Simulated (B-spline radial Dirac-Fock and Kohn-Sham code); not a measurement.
ΔSCF core binding energies without Breit or QED terms, calculated with a radial B-spline solver.

A sound run for oxygen as O²⁺, configuration [He] 2s2 2p2: The ground state converged in 9 iterations, with total energy -73.10500 Ha, virial ratio 1.99845 and highest orbital energy -54.25 eV. ΔSCF binding energies: K (1s) 595.9 eV. Holes are computed only in closed shells, and unreliable hole states are left out.

A second run, with one unsound setting: The ground state converged in 8 iterations, with total energy -72.40521 Ha, virial ratio 1.94398 and highest orbital energy -45.14 eV. ΔSCF binding energies: K (1s) 586.5 eV. Holes are computed only in closed shells, and unreliable hole states are left out.

```
iter   energy (Ha)        error
   1      -71.75541640  3.16e-01
   2      -72.40119078  9.74e-03
   3      -72.40429530  4.36e-03
   4      -72.40499205  1.96e-03
   5      -72.40520472  5.01e-04
   6      -72.40520653  6.46e-05
   7      -72.40520656  9.15e-07
   8      -72.40520656  2.77e-08
```

Question: Which fault fits the second run best?
A. unbound anion
B. speed of light below Z
C. box too small
D. damping too heavy

Answer: C. The input had rmax = 2.0: rmax squeezes the outer orbitals.
